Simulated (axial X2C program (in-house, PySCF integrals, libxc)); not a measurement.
# Low determinants of GaTe⁻ at the PBE0 level, spin-free

All values were computed with an in-house all-electron X2C program for linear molecules (integrals from PySCF). Spin-free means the one-electron spin-free X2C Hamiltonian. Basis: Te dyall-acv3z [12s13p9d5f1g], Ga dyall-acv3z [10s10p8d5f1g] (cores contracted in-house); Gaussian nuclei, density fitting, unrestricted open shells. Masses: Te 129.906 u, Ga 68.926 u.

Search at 2.450 Å (vertical energies from the lowest determinant):

```tsv
ΔE (eV)	state	electrons beyond evenly filled partner blocks	electrons in σ, π, δ, φ
0.00	M_S = 0, Λ = 0	closed shell	36 36 12 0
2.20	M_S = 1, Λ = 1	σα, π+α	35 37 12 0
2.44	M_S = 0, Λ = 1	σα, π+β	35 37 12 0
2.76	M_S = 1, Λ = 2	2 × π+α, π+β, π-α	36 36 12 0
2.76	M_S = 1, Λ = 0	π+α, π+β, 2 × π-α	36 36 12 0
2.85	M_S = 1, Λ = 0	2 × σα	36 36 12 0
3.24	M_S = 1, Λ = 1	σα, π+α, π+β, π-α	37 35 12 0
```

Lowest determinant, M_S = 0, Λ = 0 (closed shell): Re = 2.477 Å, ωe = 251.4 cm⁻¹.

The determinant in row 2 of the search, M_S = 1, Λ = 1 (beyond evenly filled blocks: σα, π+α), was followed along the bond at PBE0; measured from the minimum of the lowest determinant it gives:

Te = 2.183 eV (17611 cm⁻¹), Re = 2.532 Å, ωe = 189.6 cm⁻¹.

Compare the bond of the determinant in row 2 with that of the lowest one.

At PBE0 its Re is 0.055 Å longer and its force constant, which goes as ωe², is 0.57 times that of the lowest determinant. T0 ≈ Te + Δωe/2 = 17611 + (-31) = 17580 cm⁻¹.

The search compares states at one distance, so a state with another bond length can lie lower; it is not exhaustive and yields mostly the lowest determinant of each block pattern, so other components and higher states of one pattern are missing. These are energies of single determinants, not of spin-adapted states; PBE0 term energies can be off by some tenths of an eV, and the functional has no current term. For an anion, determinants above electron detachment are held by the basis set. Row 2 has a positive highest level at its minimum.
